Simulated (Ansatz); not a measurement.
Ansatz (a quantum-chemistry and plane-wave program) input (PBE0/def2-TZVP):

Ansatz 0.2 input:
```yaml
crystal:
  periodic: [false, false, false]
  atoms:
    - {symbol: C, position_ang: [-1.65624099, 0.25635094, 0.23829498]}
    - {symbol: C, position_ang: [-1.20877389, -1.16841081, -0.19828363]}
    - {symbol: C, position_ang: [0.29731063, -1.05636277, -0.49575805]}
    - {symbol: C, position_ang: [0.76405910, 0.13537182, 0.34133307]}
    - {symbol: C, position_ang: [-0.38829277, 1.12663905, 0.17316214]}
    - {symbol: N, position_ang: [2.03897338, 0.67755058, -0.12134043]}
    - {symbol: H, position_ang: [-2.05448280, 0.23281522, 1.25398859]}
    - {symbol: H, position_ang: [-2.44727127, 0.65223509, -0.39866142]}
    - {symbol: H, position_ang: [-1.38960236, -1.88420346, 0.60528710]}
    - {symbol: H, position_ang: [-1.76323291, -1.52578354, -1.06605464]}
    - {symbol: H, position_ang: [0.47139800, -0.81412684, -1.54746048]}
    - {symbol: H, position_ang: [0.84420066, -1.97485368, -0.27328702]}
    - {symbol: H, position_ang: [0.79618967, -0.17835412, 1.39810062]}
    - {symbol: H, position_ang: [-0.37975170, 1.92228310, 0.92088214]}
    - {symbol: H, position_ang: [-0.28515642, 1.59478723, -0.80931578]}
    - {symbol: H, position_ang: [2.30913092, 1.48089444, 0.43513974]}
    - {symbol: H, position_ang: [2.77739211, -0.01007691, -0.02172696]}
basis:
  gaussian:
    orbitals: def2-TZVP
hamiltonian:
  xc: {name: PBE0}
```

End of the output:

```
integrals: 0.20 GiB planned
1539 factors; their error is unknown
0.37 GiB of the device are held for the grids
1.51 GiB of device memory are held for the factors and their scratch space
mean field: 1.55 GiB planned
mean field evaluation 1: about -6835.3257 eV, gradient 7.8e1 eV
mean field evaluation 2: about -6823.9696 eV, gradient 1.0e2 eV
mean field evaluation 4: about -6848.8957 eV, gradient 3.4e0 eV
mean field evaluation 8: about -6848.9236 eV, gradient 6.4e-2 eV
mean field evaluation 16: about -6848.8866 eV, gradient 4.9e-5 eV
mean field -6848.88663054 eV, -251.6919413304 hartree, gradient 4.9e-5 eV, S^2 0.000000; 0 other end points of the search recorded, 0 dependent functions left out
reference -6848.88666475 eV, -251.6919425874 hartree; 24, 24 occupied and 228, 228 virtual orbitals, 1539 factors
Total energy: -6848.88666475 eV, -251.6919425874 hartree
```
